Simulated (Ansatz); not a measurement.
`CBOCC` + H₂Te → `CB[TeH]` + ethanol at 500 K and 1 bar (ligand exchange at a B–O bond).

Calculated with Ansatz (gas phase, PBE0-D4/def2-TZVP geometries, no zero-point term in ΔE). CCSD(T)/CBS is the MP2 limit (def2-TZVPP, def2-QZVPP) plus CCSD(T) − MP2 in def2-TZVPP, frozen cores. Elements past krypton have def2 core potentials. For Te outer-core shells are correlated without core-valence functions, which leaves a few kJ/mol of doubt a bond. One conformer a species, not always the lowest.

```csv
species,CCSD(T)/CBS energy (Eh),H − E (kJ/mol),S (J/(mol·K))
`CBOCC`,-219.59220,364.6,409.9
H₂Te,-268.91024,48.9,247.6
`CB[TeH]`,-333.59211,181.3,356.9
`CCO`,-154.88256,240.4,310.3
```

H − E and S are ideal-gas, rigid-rotor, harmonic terms from PBE0-D4/def2-TZVP, for one conformer and one mirror image of each species. 1 Eh = 2625.50 kJ/mol, R = 8.31446 J/(mol·K).

Problem. By hand: ΔE, ΔH, ΔS and ΔG.

Solution. ΔE = (-333.59211) + (-154.88256) − (-219.59220) − (-268.91024) = 0.02777 Eh = 72.9 kJ/mol. Δ(H − E) = 181.3 + 240.4 − 364.6 − 48.9 = 8.2, so ΔH = 81.1 kJ/mol. ΔS = 356.9 + 310.3 − 409.9 − 247.6 = 9.7 J/(mol·K). ΔG = 81.1 − 500 × (9.7)/1000 = 76.2 kJ/mol.

Problem. By hand: the equilibrium constant, and the temperature at which ΔG would vanish if ΔH and ΔS stayed fixed.

Solution. log₁₀ K = −ΔG/(RT ln 10) = -8.0. ΔG = 0 at ΔH/ΔS = 8361 K, far beyond where these terms or the molecules hold.

The number of gas molecules stays the same, so ΔS is small and ΔH decides. A doubt of 5 kJ/mol in ΔE shifts log₁₀ K by 0.5 here. Other conformers and mirror images would add mixing entropy, several J/(mol·K) or more a flexible species. Modes under 60 cm⁻¹, often nearly free rotors, make the harmonic entropy too high. These are equilibria of isolated gas molecules and say nothing of rates. Largest T1 diagnostic: 0.013 (customary marks: 0.02 for closed shells, 0.045 for open ones).
